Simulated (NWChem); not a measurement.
Species: GaCl₂ cation; SMILES [Ga+]([Cl])[Cl]

```xyz
3

Ga     0.0000     0.0000     0.0000
Cl     0.0000     0.0000     2.0410
Cl     0.0000     0.0000    -2.0410
```
Atoms are numbered in this order, from 1.

Level: PBE0/def2-SVP (NWChem), optimised geometry, unscaled harmonic frequencies. 

| frequency (cm⁻¹) | IR intensity (km/mol) |
|---|---|
| 116 | 10.2 |
| 116 | 10.2 |
| 416 | 0.0 |
| 599 | 54.7 |

```yaml
zero_point_energy: 1.8 kcal/mol
thermal correction to the enthalpy at 298.15 K (with zero-point energy): 5.0 kcal/mol
heat capacity Cv: 11.3 cal/(mol K)
entropy at 298.15 K and 1 atm (symmetry number 2): 65.2 cal/(mol K)
```

Rigid rotor and harmonic oscillator.
